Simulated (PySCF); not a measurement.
## Selenium: a sound run and one with changed settings

Sound run: Se [Ar] 3d10 4s2 4p4, Se⁺ [Ar] 3d10 4s2 4p3. All numbers are calculated (PySCF 2.14, a scalar-relativistic core potential, in cc-pVTZ-PP with ECP10MDF (5s4p3d1f, 39 functions)). The sound run starts from symmetry-adapted Hartree-Fock orbitals and uses a fine grid where one is needed.

Changed run: radial step 0.3 in ln r (0.13 in the sound run). This setting is unsound on purpose.

```
species  method  sound run (hartree)  changed run (hartree)  converged
     Se     UHF           -371.86220             -371.86220        yes
     Se    MN15           -373.56750             -373.56938        yes
     Se   B3LYP           -373.18760             -373.18747        yes
    Se⁺     UHF           -371.54804             -371.54804        yes
    Se⁺    MN15           -373.22375             -373.22577        yes
    Se⁺   B3LYP           -372.82787             -372.82780        yes
```

Ionisation energy of Se:

| method | sound run (eV) | changed run (eV) |
| --- | --- | --- |
| UHF | 8.549 | 8.549 |
| MN15 | 9.354 | 9.350 |
| B3LYP | 9.789 | 9.787 |

A coarse radial grid mis-integrates the density and the exchange-correlation energy, with errors of either sign; Hartree-Fock needs no grid.

For comparison, NIST gives 9.752 eV between the lowest levels.
